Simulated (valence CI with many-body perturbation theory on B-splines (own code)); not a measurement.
# E1 transitions of V III

Computed by configuration interaction combined with many-body perturbation theory (CI+MBPT): three valence electrons over a frozen Dirac-Fock core [Ar], radial functions for each j: 7 s, 7 p, 8 d, 6 f, 4 g, 1 h, with the one-electron correlation potential Σ1, the two-electron term Σ2, the three-electron term Σ3, Breit, model QED; selected CI, second order for the rest, scaled by the run's own slope (own B-spline code, finite nucleus).

Against 62 measured levels this calculation errs by 1108 cm⁻¹ on average and by 2012 at most. These come from a selection out of Sugar and Corliss, J. Phys. Chem. Ref. Data 7, 1191 (1978). Levels without a partner in it may be off by more, other configurations by 1,000 to 8,000 cm⁻¹. 2 measured levels below the end of the list, from 89458 cm⁻¹ on, found no clear computed partner, and computed levels of the same name lie up to 2347 cm⁻¹ from them.

Lines 301 to 350 of 463 in falling wavelength, among levels below 170090 cm⁻¹, chosen from the strongest by gf and those to the six lowest levels. Wavelengths and rates use the calculated energies, so an error of 1000 cm⁻¹ moves a line at 173.7 nm by 1.7 % and its rate by three times that or more. Electric multipoles are in the length gauge, E1 and E2 with the static RPA response of the core. Weak lines are less certain than strong ones. Lines between different terms over intervals too small for the method are left out, as are lines whose strength nearly cancels. Where a level lies close to another of its J and parity, the split of strength between their lines is uncertain. The highest levels of a list are the least certain.

Names give the largest LS component (configuration and term), which can be under half, so a name can repeat, a term be missing and a line seem to break the LS rules; names also repeat where a configuration has a term twice. Letters in brackets count levels of one name in rising energy.

```tsv
λ vac (nm)	Upper	Lower	A (s⁻¹)	log gf	Branch %
173.7	3d²5s ²G_7/2	3d²4p ²H°_9/2	4.31e+08	0.19	39.9
173.2	3d²5s ²F_7/2	3d²4p ⁴D°_5/2 [a]	1.21e+08	-0.36	11.8
172.9	3d²4d ⁴F_7/2 [a]	3d²4p ⁴D°_5/2 [a]	1.30e+08	-0.33	9.9
172.7	3d²4d ²D_5/2 [b]	3d²4p ²F°_7/2 [b]	3.15e+08	-0.07	26.8
172.7	3d²4d ²D_5/2 [a]	3d²4p ²F°_7/2 [a]	2.37e+08	-0.20	20.0
172.6	3d²4d ⁴F_5/2 [a]	3d²4p ⁴D°_3/2 [a]	1.82e+08	-0.31	13.8
172.5	3d²4d ⁴F_3/2 [a]	3d²4p ⁴D°_1/2 [a]	2.20e+08	-0.41	16.7
172.4	3d²4d ²D_3/2 [b]	3d²4p ²P°_1/2 [a]	2.36e+08	-0.38	19.5
172.2	3d²5s ²D_5/2	3d²4p ²F°_7/2 [b]	1.40e+08	-0.43	12.5
172.1	3d²4d ⁴F_9/2 [a]	3d²4p ⁴D°_7/2 [a]	3.33e+08	0.17	25.4
172.0	3d²5s ²F_5/2	3d²4p ²D°_3/2 [a]	1.18e+08	-0.50	11.5
171.9	3d²4d ²D_3/2 [a]	3d²4p ²F°_5/2 [a]	1.84e+08	-0.49	15.4
171.9	3d²4d ²P_3/2 [b]	3d²4p ²S°_1/2	4.15e+08	-0.13	35.9
171.6	3d²4d ²G_9/2 [c]	3d²4p ²G°_9/2 [b]	6.89e+08	0.48	52.6
171.6	3d²4d ²G_7/2 [c]	3d²4p ²G°_7/2 [b]	6.81e+08	0.38	51.9
171.3	3d²4d ⁴F_7/2 [a]	3d²4p ²D°_5/2 [a]	1.55e+08	-0.26	11.8
171.0	3d²5s ²D_3/2	3d²4p ²F°_5/2 [b]	3.12e+08	-0.26	29.1
170.7	3d²4d ²D_5/2 [b]	3d²4p ²P°_3/2 [a]	2.76e+08	-0.14	23.5
170.6	3d²5s ⁴F_7/2	3d²4p ⁴F°_7/2	2.76e+08	-0.02	25.4
170.6	3d²5s ⁴F_9/2	3d²4p ⁴F°_9/2	3.54e+08	0.19	32.5
170.5	3d²5s ⁴F_5/2	3d²4p ⁴F°_5/2	2.44e+08	-0.20	22.5
170.3	3d²5s ⁴F_3/2	3d²4p ⁴F°_3/2	3.06e+08	-0.27	28.1
170.0	3d²5s ⁴P_5/2	3d²4p ⁴D°_7/2 [b]	4.62e+08	0.08	42.3
169.9	3d²5s ²F_5/2	3d²4p ²F°_5/2 [a]	3.05e+08	-0.10	29.7
169.8	3d²5s ²F_7/2	3d²4p ²F°_7/2 [a]	2.81e+08	-0.01	27.4
169.1	3d²4d ²D_5/2 [b]	3d²4p ⁴S°_3/2	1.38e+08	-0.45	11.8
169.1	3d²5s ⁴P_3/2	3d²4p ⁴D°_5/2 [b]	1.91e+08	-0.48	17.6
168.6	3d²5s ⁴F_9/2	3d²4p ⁴G°_11/2	4.16e+08	0.25	38.2
168.1	3d²5s ⁴F_7/2	3d²4p ⁴G°_9/2	3.63e+08	0.09	33.4
167.7	3d²4d ²D_5/2 [d]	3d²4p ²P°_3/2 [b]	2.78e+08	-0.15	23.7
167.7	3d²4d ²F_7/2 [d]	3d²4p ²D°_5/2 [c]	3.72e+08	0.10	30.3
167.7	3d²4d ²H_11/2 [b]	3d²4p ²G°_9/2 [b]	8.23e+08	0.62	62.2
167.6	3d²4d ²F_5/2 [d]	3d²4p ²D°_3/2 [c]	3.49e+08	-0.05	28.5
167.6	3d²5s ⁴F_5/2	3d²4p ⁴G°_7/2	3.51e+08	-0.05	32.3
167.5	3d²4d ²H_9/2 [b]	3d²4p ²G°_7/2 [b]	8.25e+08	0.54	62.0
167.5	3d²4d ²D_3/2 [d]	3d²4p ²P°_1/2 [b]	2.37e+08	-0.40	20.2
167.1	3d²5s ⁴F_3/2	3d²4p ⁴G°_5/2	4.09e+08	-0.16	37.6
166.8	3d²4d ⁴F_5/2 [a]	3d²4p ⁴F°_7/2	1.29e+08	-0.49	9.8
166.5	3d²4d ⁴F_9/2 [a]	3d²4p ⁴F°_9/2	7.23e+08	0.48	55.2
166.3	3d²4d ⁴F_7/2 [a]	3d²4p ⁴F°_7/2	6.22e+08	0.31	47.4
166.0	3d²4d ⁴F_5/2 [a]	3d²4p ⁴F°_5/2	5.62e+08	0.14	42.7
165.8	3d²4d ⁴F_3/2 [a]	3d²4p ⁴F°_3/2	6.22e+08	0.01	47.2
165.6	3d²4d ⁴P_5/2 [b]	3d²4p ²P°_3/2 [a]	1.52e+08	-0.43	11.4
164.7	3d²4d ⁴F_9/2 [a]	3d²4p ⁴G°_11/2	1.27e+08	-0.29	9.7
164.4	3d²4d ⁴P_3/2 [b]	3d²4p ⁴S°_3/2	6.19e+08	0.00	46.2
164.3	3d²4d ⁴P_1/2 [b]	3d²4p ⁴S°_3/2	6.28e+08	-0.29	46.6
164.1	3d²4d ⁴P_5/2 [b]	3d²4p ⁴S°_3/2	5.04e+08	0.09	37.8
164.0	3d²4d ²P_3/2 [c]	3d²4p ²P°_3/2 [a]	3.36e+08	-0.27	27.2
163.9	3d²4d ⁴F_7/2 [a]	3d²4p ⁴G°_9/2	1.38e+08	-0.35	10.5
163.6	3d²5s ²G_9/2	3d²4p ²G°_9/2 [b]	3.85e+08	0.19	35.5
```

Problem. How does gf follow from A for the line at 171.0 nm?

Solution. gf = 1.4992 × (2J+1)_upper × A / σ², with σ = 58467 cm⁻¹ and 2J+1 = 4: gf = 0.548.
